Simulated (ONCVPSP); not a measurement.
Ge (Z = 32): one change to an ONCV potential, before and after

Ge (Z = 32), optimised norm-conserving Vanderbilt (ONCV), made with ONCVPSP 4.0.1 (PBE, scalar-relativistic). Core [Ne], reference 3s2 3p6 3d10 4s2 4p2. Waves: 3s+4s: rc 0.95 bohr, ncon 4, nbas 9, qcut 12.9 1/bohr, 2 projectors; 3p+4p: rc 1.05 bohr, ncon 5, nbas 8, qcut 14.7 1/bohr, 3 projectors, debl 1.3 Ha; 3d: rc 0.95 bohr, ncon 3, nbas 8, qcut 19.2 1/bohr, local. Local part: the d channel. Core correction: Teter function, fcfact 4.25, rcfact 1.

Change: all radii but the core radius scaled by about 1.30 (s 1.24, p 1.36, d 1.24 bohr).

Cutoffs: the cutoffs (Ha) at which the residual kinetic energy of the hardest occupied pseudo-wave falls to 1 and 0.1 mHa per electron; they do not see the model core or the augmentation charge, which bear on the density cutoff. Errors are all-electron minus pseudo energies relative to the spin-unpolarised reference configuration.

Q: What does the change do?

A: The potential gets softer (129 Ha and 145 Ha → 96 Ha and 110 Ha); both files keep a bound ghost (s); of the 4 tests that both files solve, the error grows in 2 and shrinks in 0 by more than 15 % and 0.3 meV (median size 1.0 → 1.7 meV). A larger radius leaves more room for a smooth pseudo-wave, so fewer plane waves are needed.

```csv
quantity,base,changed
"cutoff, loose",129 Ha,96 Ha
"cutoff, tight",145 Ha,110 Ha
loose cutoff by channel,"s 62 Ha, p 60 Ha, d 129 Ha","s 41 Ha, p 55 Ha, d 96 Ha"
bound ghosts,s,s
GHOST(+) flags under 300 eV,none,none
"error for 3s2 3p6 3d10 4s2 4p1, meV [ΔE 7.44 eV]",-0.4,-0.7
"error for 3s2 3p6 3d10 4s2 4p0, meV [ΔE 22.88 eV]",-1.6,-2.7
"error for 3s2 3p6 3d10 4s1 4p0, meV [ΔE 57.68 eV]",-4.2,-9.2
"error for 3s2 3p6 3d10 4s2 4p1.5, meV [ΔE 2.80 eV]",-0.1,-0.2
"rms error of d²Exc/dni dnj with the model core, mHa",1.57,1.13
```

 A true bound ghost makes a file unfit for plane-wave use even where its test errors are small: the radial tests pick states by their node count and pass the ghost by.
